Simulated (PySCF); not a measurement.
Species: C4H6SSi.
SMILES: `c1(sccc1)[SiH3]`

Method: TDDFT PBE0/def2-SVPD, vertical, gas phase, core orbitals frozen in the response in PySCF. Isolated species at its PBE0-D3(BJ)/def2-SVP geometry, gas phase.

Each state is given a Gaussian of 0.3 eV full width at half maximum, with ε(max) = 2.175×10⁸ f / Δν̃ (Δν̃ the width in cm⁻¹). The cross-section is σ = 3.8235×10⁻²¹ ε cm², given in Mb (10⁻¹⁸ cm²). The width is an assumption, not a result. The curve ends short of the highest state used, and states not computed would add to its high-energy end.

(E (eV), σ (Mb)): (5.04, 0.10), (5.09, 0.39), (5.14, 1.24), (5.18, 2.82), (5.23, 6.87), (5.28, 14.41), (5.33, 26.06), (5.37, 37.72), (5.42, 52.86), (5.47, 65.03), (5.52, 71.15), (5.56, 71.03), (5.61, 65.52), (5.66, 55.91), (5.70, 46.60), (5.75, 34.35), (5.80, 22.92), (5.85, 13.66), (5.89, 8.29), (5.94, 4.05), (5.99, 1.94), (6.03, 1.20), (6.08, 0.86), (6.13, 0.76), (6.18, 0.70), (6.22, 0.65), (6.27, 0.62), (6.32, 0.66), (6.36, 0.78), (6.41, 1.02), (6.46, 1.32), (6.51, 1.63), (6.55, 1.84), (6.60, 1.97), (6.65, 1.96), (6.70, 1.83)

**Question.** Locate the maxima and give the states behind the curve.

**Answer.** 224 nm (5.54 eV), ε about 19000, made up of S1 (75%) and S2 (25%); 187 nm (6.62 eV), ε about 520, made up of S5 (28%) and S6 (66%) (ε in L mol⁻¹ cm⁻¹; maxima over ε = 5, shares over 10%). The states used: S1 5.49 eV (f 0.167); S2 5.68 eV (f 0.093); S3 6.12 eV (f 0.0019); S4 6.36 eV (f 0.0005); S5 6.51 eV (f 0.0023); S6 6.65 eV (f 0.0040); S7 6.89 eV (f 0.0021); S8 7.05 eV (f 0.0044); S9 7.14 eV (f 0.016); S10 7.30 eV (f 0.0056).

**Question.** Coming from long wavelengths, where does ε first pass 100 L mol⁻¹ cm⁻¹?

**Answer.** At about 244 nm (5.09 eV), 0.40 eV below S1.

**Question.** On this curve, what absorbance would a 10⁻³ mol/L sample give at 222 nm over a 1 cm path?

**Answer.** 222 nm is 5.585 eV, where ε is about 18000 L mol⁻¹ cm⁻¹, so A = ε c l ≈ 18 (Beer–Lambert, with the gas-phase spectrum and the assumed width).

**Question.** What would ε be at 5.54 eV, the highest of these maxima, with half the width (0.15 eV)?

**Answer.** About 24600 L mol⁻¹ cm⁻¹ against 18700, a factor of about 1.3; a lone state at its own centre would give exactly 2.

The vertical ionisation energy (ΔSCF) is 8.85 eV, 1.56 eV above S10.
